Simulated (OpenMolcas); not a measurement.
# Xe³⁺: from CASSCF to CASPT2

| Property | Result |
| --- | --- |
| Program | OpenMolcas 26.06 |
| Basis | ANO-RCC-VTZP [7s6p4d2f1g] |
| Scalar Hamiltonian | DKH2, point nucleus |
| Active space | 3 electrons in 3 orbitals (5p) |
| State averaging | 2S+1 = 4 odd, 1 root; 2S+1 = 2 odd, 8 roots |
| Spin-orbit coupling | RASSI with atomic mean-field integrals over the reference wave functions, term energies averaged over their components |

Methods on the same reference wave functions:
A. CASSCF
B. SS-CASPT2, IPEA 0.25 Eh, imaginary shift 0.1 Eh (closed shells correlated: 4d 5s)
C. XMS-CASPT2, IPEA 0.25 Eh, imaginary shift 0.1 Eh (closed shells correlated: 4d 5s)

Energies in cm⁻¹ above 5s² 5p³ ⁴S°_3/2, the measured ground level; measured values from Saloman, J. Phys. Chem. Ref. Data 33, 765 (2004).

| Level | A | B | C | Measured |
| --- | --- | --- | --- | --- |
| 5s² 5p³ ⁴S°_3/2 | 0.0 | 0.0 | 0.0 | 0.0 |
| 5s² 5p³ ²D°_3/2 | 17505 | 14070 | 13460 | 13267 |
| 5s² 5p³ ²D°_5/2 | 21226 | 17820 | 17210 | 17511 |
| 5s² 5p³ ²P°_1/2 | 33964 | 29100 | 28130 | 28036 |
| 5s² 5p³ ²P°_3/2 | 39675 | 35280 | 34430 | 35650 |

Deviations, from unrounded energies. A percentage is the sum of absolute deviations over the sum of measured energies, with the sign that they share, or ± where signs differ.

```
                        Against measurement  Levels      A     B     C
             mean absolute deviation (cm-1)       4   4500   640   450
other terms of the ground configuration (%)       4  +19.0  ±2.7  ±1.9
```

C lies closest to measurement on these levels and A furthest from it. The largest miss of C in the table is 5s² 5p³ ²P°_3/2, by -1200 cm-1. The ranking rests on the paired levels alone, and a cruder setting can come out closer through cancelling errors.

Between B and C the level of the table that moves most is 5s² 5p³ ²P°_1/2, by 970 cm-1 (lowest in C, highest in B). Moves below CASPT2's spread within the term are not significant.

The mean deviations of B to C differ by less than CASPT2's widest spread within a term (1900 cm-1), so their order carries little weight.

From A to B the spin-free energies of the other terms of 5s² 5p³ shown, above ⁴S°, scale by factors of 0.80 to 0.83.

The lowest spin-free term lies below A's lowest term by 0.535 hartree in B, 0.535 hartree in C.

CASPT2 does not keep the components of a term degenerate, so their means are used; among the terms shown or strongly mixed into the levels shown the widest spread is 1900 cm-1 (5s² 5p³ ²D°, C). With the s shell closed, the reference lacks s² → p² mixing. Measured partners are found by configuration, term and J. A level has none where our copy of the source lacks it or the pairing is in doubt (some pairs that miss far off the trend of their configuration count as doubtful), and it then counts in no deviation. Only configurations of the active space appear.

° marks odd parity.
